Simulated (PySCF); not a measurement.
SbCl⁻: from constants to spectrum

UHF-CCSD(T) constants of SbCl⁻, ²Π (doublet), unpaired electrons π ↑ (basis Sb def2-SVPD with ECP28, Cl def2-SVPD; scalar-relativistic core potentials; PySCF 2.14; masses 120.9038 and 34.9689 u):

| Item | Value |
| --- | --- |
| ωe | 258.2 cm⁻¹ |
| ωexe | 1.25 cm⁻¹ |
| Be | 0.093326 cm⁻¹ |
| αe | 0.000550 cm⁻¹ |
| De to Sb + Cl⁻ | 0.137 eV |

Problem. What force constant and bond length do these constants imply?

Solution. Reduced mass μred = 27.124 u; k = 5.8918×10⁻⁷·μred·ωe² (u, cm⁻¹, mdyn/Å) = 1.07 mdyn/Å; Re = √(16.8576/(μred·Be)) (u, cm⁻¹, Å) = 2.581 Å.

Problem. Estimate the centrifugal constant D from the Kratzer relation and find the Dunham coefficient a1.

Solution. D = 4Be³/ωe² = 4.88e-08 cm⁻¹; a1 = −1 − αeωe/(6Be²) = -3.72.

Correlated steps freeze 9 core orbitals. The bond is weak. Basis-set superposition, not corrected here, can be much of De in a small basis, most of all at correlated wavefunction levels. Spin–orbit coupling is left out, which matters for elements this heavy, above all for dissociation energies. For an ion De counts to the pair picked by the measured ionisation energies or electron affinities, which need not be the lowest pair at this level. The state was picked by a PBE0 search and need not be the measured ground state.
